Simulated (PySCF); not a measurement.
A GIAO shielding run with PySCF 2.14.0 with density-fitted response routines (density fitting, non-relativistic, gas phase) on SMILES C=C(C)[C@@H]1BCCC1, C7H13B:

```
$ OMP_NUM_THREADS=1 python probes_run.py task.json out

{"job": {"kind": "nmr", "xc": "KT2", "basis": "pcSseg-1", "pop": false}, "charge": 0, "multiplicity": 1}
C     -2.278296     0.700153     0.225071
C     -1.233203    -0.125688     0.363457
C     -1.338100    -1.403731     1.144119
C      0.096442     0.149295    -0.273475
B      0.611825    -0.770037    -1.444429
C      2.172044    -0.828743    -1.340502
C      2.534224     0.235247    -0.294871
C      1.328705     0.289510     0.644967
H     -3.251454     0.465553     0.665448
H     -2.196856     1.632486    -0.341249
H     -2.353611    -1.562361     1.532122
H     -1.069753    -2.269760     0.514195
H     -0.643935    -1.411596     2.000607
H      0.015692     1.102037    -0.851573
H     -0.084912    -1.322085    -2.264809
H      2.331224    -1.844030    -0.910347
H      2.760694    -0.812903    -2.270182
H      2.654092     1.212355    -0.795078
H      3.478801     0.037278     0.236079
H      1.299610     1.199070     1.265802
H      1.368200    -0.566891     1.341022
```

Hardware: 1 thread of an Arm Neoverse N1, shared host. The job also computes ring-centre shieldings.

(1) How large is the calculation?

(2) How long does it take, and how much memory does it need?

(3) And these other runs on the same molecule and hardware: GIAO shielding at PBE0/pcSseg-1?

Answers

(1) 60 electrons, 201 basis functions and 1031 auxiliary functions.

(2) 82 s of wall time, with 16 SCF cycles; peak memory 0.77 GiB. Times on a shared host scatter by some tens of per cent.

(3) PBE0/pcSseg-1: 201 functions, 78 s.
